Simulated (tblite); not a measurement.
GeH₅NS.
Z-matrix (Å and degrees, GFN2-xTB geometry), rows numbered from 1:
```
N 
Ge  1  1.8075
S   2  2.2273  1  114.30
H   1  1.0100  2  118.18  3   -72.82
H   1  1.0105  2  117.34  3    60.05
H   2  1.5038  1  105.88  3   122.20
H   2  1.4970  1  106.91  3  -117.95
H   3  1.3273  2   94.01  1    63.22
```

Calculated harmonic vibrations of the isolated species, GFN2-xTB (tblite), most abundant isotopes, no scaling. This tight-binding method is rough: wavenumbers can miss measured ones by several per cent, in bad cases by 10 to 20. Modes of hydrogen on germanium and sulfur can be 10 to 20 % off. One conformer, not necessarily the lowest.

Harmonic wavenumbers (cm⁻¹): 115.9, 163.0, 168.0, 370.4, 407.1, 508.5, 576.1, 638.3, 680.4, 734.0, 790.6, 800.2, 1489.4, 1944.0, 2027.5, 2421.8, 3423.0, 3448.2.

A = 12456, B = 3200, C = 2704 MHz; mass 124.935 u (most abundant isotopes); point group C1, symmetry number 1.

**Question.** Zero-point energy?

**Answer.** ½Σν̃ = 10353 cm⁻¹ = 29.60 kcal/mol.

**Question.** Give the ideal-gas entropy at 298.15 K and 1 bar in the rigid-rotor, harmonic-oscillator model (classical rotation).

**Answer.** Translation 40.41, rotation 25.50, vibration 12.71: S = 78.6 cal/(mol K).

**Question.** And Cp and H(298.15 K) − H(0)?

**Answer.** Cp = 22.96 cal/(mol K), of which vibrations give 15.01 (their classical limit is 18 R = 35.8); H(298.15 K) − H(0) = 4.57 kcal/mol without the zero-point energy, 2.20 from vibrations.

**Question.** Blend soft modes into free rotors: weight 1/[1 + (100 cm⁻¹/ν̃)⁴] for the oscillator and the rest for a rotor with moment μB/(μ + B), μ = h/(8π²ν), B = 10⁻⁴⁴ kg m². What vibrational entropy results?

**Answer.** 12.52 cal/(mol K) in place of 12.71, which changes −T·S at 298.15 K by +0.06 kcal/mol.

**Question.** What must be added to the electronic energy to get the Gibbs energy at 298.15 K and 1 bar?

**Answer.** ZPE + [H(298.15 K) − H(0)] − T·S = 29.60 + 4.57 − 23.44 = 10.73 kcal/mol.

**Question.** How do the functions run with temperature in this model?

**Answer.** 
```json
{"T (K)": "150", "S (cal/(mol K))": "65.5", "Cp (cal/(mol K))": "15.5", "H − H(0) (kcal/mol)": "1.68", "G − H(0) (kcal/mol)": "-8.15", "ln q(vib)": "0.92"}
{"T (K)": "250", "S (cal/(mol K))": "74.8", "Cp (cal/(mol K))": "20.9", "H − H(0) (kcal/mol)": "3.51", "G − H(0) (kcal/mol)": "-15.18", "ln q(vib)": "2.10"}
{"T (K)": "400", "S (cal/(mol K))": "85.9", "Cp (cal/(mol K))": "26.3", "H − H(0) (kcal/mol)": "7.08", "G − H(0) (kcal/mol)": "-27.26", "ln q(vib)": "3.95"}
{"T (K)": "600", "S (cal/(mol K))": "97.4", "Cp (cal/(mol K))": "30.6", "H − H(0) (kcal/mol)": "12.81", "G − H(0) (kcal/mol)": "-45.64", "ln q(vib)": "6.31"}
{"T (K)": "900", "S (cal/(mol K))": "110.6", "Cp (cal/(mol K))": "34.6", "H − H(0) (kcal/mol)": "22.62", "G − H(0) (kcal/mol)": "-76.94", "ln q(vib)": "9.43"}
```

q(vib) and H(0) count from the zero-point level.

Hindered rotation and anharmonicity are outside this model. Other conformers, if any are populated, would add a mixing term that is left out. The structure is chiral; the term R ln 2 for an equal mix with its mirror image is left out.
